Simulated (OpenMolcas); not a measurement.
## How basis sets differ on C2H6FIn (SMILES C[CH](F)[InH2])

The species is C2H6FIn (10 atoms), meant as a singlet with charge 0. SMILES: `C[CH](F)[InH2]`. The shape is that of a PBE0-D4/def2-TZVP optimisation.

Each level gives the HOMO–LUMO gap (eV). The values are calculated.

| level | kind | program | value (eV) | CPU time |
| --- | --- | --- | --- | --- |
| HF/ANO-RCC-MB (DKH2) | Hartree–Fock | OpenMolcas | 10.98 | 11 s |
| HF/STO-3G | Hartree–Fock | OpenMolcas | 12.72 | 4.6 s |
| HF/3-21G | Hartree–Fock | OpenMolcas | 10.58 | 6.8 s |
| HF/def2-SVP (core potential) | Hartree–Fock | OpenMolcas | 10.76 | 14 s |

All-electron rows without a relativistic Hamiltonian named are non-relativistic, while core potentials hold scalar relativity, so basis and relativity change together. The values span 10.58 to 12.72 eV. A Hartree–Fock LUMO above zero doesn't converge with the basis: it sinks as sets grow more diffuse. Orbital gaps aren't excitation energies. Times are those of the runs behind each value, whatever else they computed, on shared processors of several kinds: orders of magnitude only.
